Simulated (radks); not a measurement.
Q: Sc4+, 17 electrons, occupied as [Ne] 3s2 3p5 (the NIST ground configuration). Calculated with a radial shooting solver on a logarithmic mesh with Libxc functionals: scalar-relativistic Kohn-Sham, PBEsol, spin-polarised, spherical densities, finite nucleus; open shells are filled with parallel spins first; Fermi nuclear charge, rms radius 3.5459 fm. Some entries of the table are withheld. Estimate them.

| orbital | occ. | eigenvalue (Ry) | r(max) (bohr) | <r> (bohr) |
|---|---|---|---|---|
| 1s up | 1 | -326.9672 | 0.04785 | 0.07311 |
| 1s down | 1 | -326.9396 | 0.04784 | 0.07310 |
| 2s up | 1 | -38.95781 | 0.2837 | 0.3436 |
| 2s down | 1 | -38.93375 | 0.2838 | 0.3435 |
| 2p up | 3 | -32.67088 | 0.2322 | (1) |
| 2p down | 3 | -32.63728 | 0.2323 | (2) |
| 3s up | 1 | -7.80666 | (3) | (4) |
| 3s down | 1 | -7.69167 | (5) | (6) |
| 3p up | 3 | -6.17341 | 0.9387 | 1.087 |
| 3p down | 2 | -6.06270 | 0.9399 | 1.091 |

A: 
(1) 2p up <r> (bohr): 0.3075
(2) 2p down <r> (bohr): 0.3075
(3) 3s up r(max) (bohr): 0.9101
(4) 3s up <r> (bohr): 1.031
(5) 3s down r(max) (bohr): 0.9106
(6) 3s down <r> (bohr): 1.034
